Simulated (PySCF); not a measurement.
H₂Si₂, SMILES [SiH2]=[Si] (connectivity only; charge and spin as stated), neutral, multiplicity 1.

Geometry: r2SCAN-D4/def2-TZVP. The isomer is the one that the SMILES or the coordinates give; other isomers of the formula were not compared.

Calculation: PBE/def2-TZVPD (PySCF).

```json
{
 "total_energy": "-579.79290 hartree",
 "point_group": "C2v",
 "highest_occupied_level": "-5.09 eV",
 "lowest_empty_level": "-4.42 eV",
 "orbital_gap": "0.67 eV",
 "dipole_moment": "0.15 D",
 "quadrupole, principal values (traceless, Buckingham form, about the centre of nuclear charge)": "-3.63, -0.58, 4.21 D·Å",
 "mean_static_polarisability": "76.2 bohr³ (11.29 Å³)",
 "polarisability_principal_values": "57.3, 64.9, 106.2 bohr³"
}
```
